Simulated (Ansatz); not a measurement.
Ansatz (an electronic-structure program) input (PBE/STO-3G):

Ansatz 0.2 input:
```yaml
crystal:
  periodic: [false, false, false]
  atoms:
    - {symbol: O, position_ang: [-1.84031000, -0.55736000, 0.07282300]}
    - {symbol: B, position_ang: [-0.41975700, -0.12712800, 0.01661000]}
    - {symbol: Br, position_ang: [-0.11177900, 1.57013600, 0.70785600]}
    - {symbol: Br, position_ang: [0.72596900, -1.38412100, -0.73216100]}
    - {symbol: H, position_ang: [-2.54200300, 0.01247500, 0.44369100]}
    - {symbol: H, position_ang: [-2.13338900, -1.42847300, -0.25868200]}
basis:
  gaussian:
    orbitals: STO-3G
hamiltonian:
  xc: {name: PBE}
total_charge: 1
output: {forces: true}
```

Output:

```
Functional definition: PBE
integrals: 0.01 GiB planned
527 factors; integrals over basis functions are off by at most 1.2e-4 eV
mean field: 0.08 GiB planned
mean field evaluation 1: about -141248.6562 eV, gradient 1.6e1 eV
mean field evaluation 2: about -141246.9750 eV, gradient 2.8e1 eV
mean field evaluation 4: about -141249.5519 eV, gradient 1.3e0 eV
mean field evaluation 8: about -141249.5230 eV, gradient 8.2e-4 eV
mean field -141249.52299412 eV, -5190.8242276684 hartree, gradient 7.8e-6 eV, S^2 0.000000; 0 other end points of the search recorded, 0 dependent functions left out
the calculation of the forces begins
reference -141249.52301127 eV, -5190.8242282989 hartree; 42, 42 occupied and 6, 6 virtual orbitals, 527 factors
Total energy: -141249.52301127 eV, -5190.8242282989 hartree
Atom 0 at    -1.840310    -0.557360     0.072823 Å, force     2.187133     0.662399    -0.086547 eV/Å
Atom 1 at    -0.419757    -0.127128     0.016610 Å, force     1.203558     0.364512    -0.047626 eV/Å
Atom 2 at    -0.111779     1.570136     0.707856 Å, force    -0.218032    -0.605576    -0.227990 eV/Å
Atom 3 at     0.725969    -1.384121    -0.732161 Å, force    -0.499830     0.388163     0.256396 eV/Å
Atom 4 at    -2.542003     0.012475     0.443691 Å, force    -1.808623     1.260457     0.864568 eV/Å
Atom 5 at    -2.133389    -1.428473    -0.258682 Å, force    -0.864206    -2.069955    -0.758802 eV/Å
Dipole moment:    -1.547076    -0.468550     0.061219 e Å
```

The dipole moment of an ion depends on the origin.

The geometry given is a B3LYP-D3(BJ)/def2-TZVP minimum.
